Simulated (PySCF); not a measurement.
A species of formula C5H7F3O has this rotational fingerprint, computed with B3LYP/def2-SVPD in PySCF (dipole) on a GFN2-xTB geometry, gas phase:

| Item | Value |
| --- | --- |
| Rotational constants | A = 2666, B = 1181, C = 1009 MHz |
| Dipole components | \|μa\| = 1.14 D, \|μb\| = 0.54 D, \|μc\| = 0.09 D |
| Inertial defect | -116.59 u·Å² |
| κ | -0.79 |

Question: Which candidate fits, each taken in the one conformer that was computed?
A. `[F:1][CH2:2][C@@:3]1([F:4])[CH2:5][C@@H:6]([F:7])[CH2:8][O:9]1` with F1–C2–C3–F4 -83°, C2–C3–C5–C6 142°, C3–C5–C6–F7 -118°, C5–C6–C8–O9 -19°, C6–C8–O9–C3 33°
B. `[CH3:1][O:2][C@H:3]([CH3:4])[C:5]([F:6])=[C:7]([F:8])[F:9]` with C1–O2–C3–C4 -167°, O2–C3–C5–F6 75°
C. `[F:1][CH2:2][C@@H:3]1[CH2:4][O:5][C@H:6]1[CH:7]([F:8])[F:9]` with F1–C2–C3–C4 47°, O5–C6–C7–F8 -170°
D. `[CH2:1]=[CH:2][C@H:3]([CH2:4][OH:5])[C:6]([F:7])([F:8])[F:9]` with C1–C2–C3–C4 -119°, C2–C3–C4–O5 60°, C3–C4–O5–H 62°
E. `[F:1][CH2:2][C@@H:3]1[CH2:4][O:5][C@@H:6]1[CH:7]([F:8])[F:9]` with F1–C2–C3–C4 -89°, O5–C6–C7–F8 179°
F. `[CH2:1]=[CH:2][C@:3]([CH3:4])([F:5])[O:6][CH:7]([F:8])[F:9]` with C1–C2–C3–C4 -78°, C2–C3–O6–C7 60°, C3–O6–C7–F8 -97°

Answer: A. It is FC[C@@]1(F)C[C@@H](F)CO1, an asymmetric top, point group C1. The candidates at the same level (rigid rotor, commonest isotopes):

```json
{"SMILES": "C=C[C@H](CO)C(F)(F)F", "A (MHz)": "2052", "B (MHz)": "1306", "C (MHz)": "968.1", "μa (D)": "1.37", "μb (D)": "0.25", "μc (D)": "1.37", "Δ (u·Å²)": "-111.05", "point group": "C1", "rotor": "asymmetric top"}
{"SMILES": "CO[C@H](C)C(F)=C(F)F", "A (MHz)": "2107", "B (MHz)": "1192", "C (MHz)": "967.2", "μa (D)": "0.72", "μb (D)": "0.98", "μc (D)": "1.14", "Δ (u·Å²)": "-141.09", "point group": "C1", "rotor": "asymmetric top"}
{"SMILES": "FC[C@@H]1CO[C@@H]1C(F)F", "A (MHz)": "2053", "B (MHz)": "1337", "C (MHz)": "994.5", "μa (D)": "0.57", "μb (D)": "0.89", "μc (D)": "0.93", "Δ (u·Å²)": "-115.86", "point group": "C1", "rotor": "asymmetric top"}
{"SMILES": "C=C[C@](C)(F)OC(F)F", "A (MHz)": "2250", "B (MHz)": "1324", "C (MHz)": "1022", "μa (D)": "2.76", "μb (D)": "1.04", "μc (D)": "0.18", "Δ (u·Å²)": "-111.67", "point group": "C1", "rotor": "asymmetric top"}
{"SMILES": "FC[C@@H]1CO[C@H]1C(F)F", "A (MHz)": "2504", "B (MHz)": "1118", "C (MHz)": "938.4", "μa (D)": "0.85", "μb (D)": "0.03", "μc (D)": "1.40", "Δ (u·Å²)": "-115.41", "point group": "C1", "rotor": "asymmetric top"}
{"SMILES": "FC[C@@]1(F)C[C@@H](F)CO1", "A (MHz)": "2666", "B (MHz)": "1181", "C (MHz)": "1009", "μa (D)": "1.14", "μb (D)": "0.54", "μc (D)": "0.09", "Δ (u·Å²)": "-116.59", "point group": "C1", "rotor": "asymmetric top"}
```

`CO[C@H](C)C(F)=C(F)F` has A 21 % too low; `FC[C@@H]1CO[C@@H]1C(F)F` has A 23 % too low; `C=C[C@](C)(F)OC(F)F` has A 16 % too low; `FC[C@@H]1CO[C@H]1C(F)F` has C 7 % too low; `C=C[C@H](CO)C(F)(F)F` has A 23 % too low. No structure here is proved a minimum.
